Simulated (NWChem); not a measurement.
CH₇AlP₂; SMILES [CH3][Al]([PH2])[PH2]

```xyz
11

Al     0.3987     0.0447    -0.0160
C      2.3523    -0.0919    -0.0080
H      2.7450     0.0207    -1.0340
H      2.7051    -1.0649     0.3695
H      2.8159     0.7027     0.5992
P     -0.9324    -1.8747     0.1072
H     -0.1757    -2.5871    -0.8745
H     -1.9210    -1.4113    -0.8136
P     -0.6376     2.1310     0.1987
H     -1.6680     1.8650    -0.7540
H      0.2304     2.7743    -0.7376
```
Atoms are numbered in this order, from 1.

Geometry: optimised at PBE0/def2-SVP.

 Unshifted, non-relativistic core excitations; the lowest 4 roots alone, so stronger bands may lie above.

Problem. List the first C K-edge excitations from BHandHLYP/6-311G** (spherical d), restricted-window TDA (NWChem).

Solution. 
```
state  energy (eV)  dipole oscillator strength            leading excitation (squared amplitude)
-----  -----------  --------------------------  ------------------------------------------------
S1           283.9                      0.0030     1s of atom 2 or its equivalents → LUMO (0.97)
S2           284.6                      0.0055   1s of atom 2 or its equivalents → LUMO+1 (0.49)
S3           285.7                      0.0242   1s of atom 2 or its equivalents → LUMO+4 (0.43)
S4           286.0                      0.0348  1s of atom 2 or its equivalents → LUMO+11 (0.24)
```
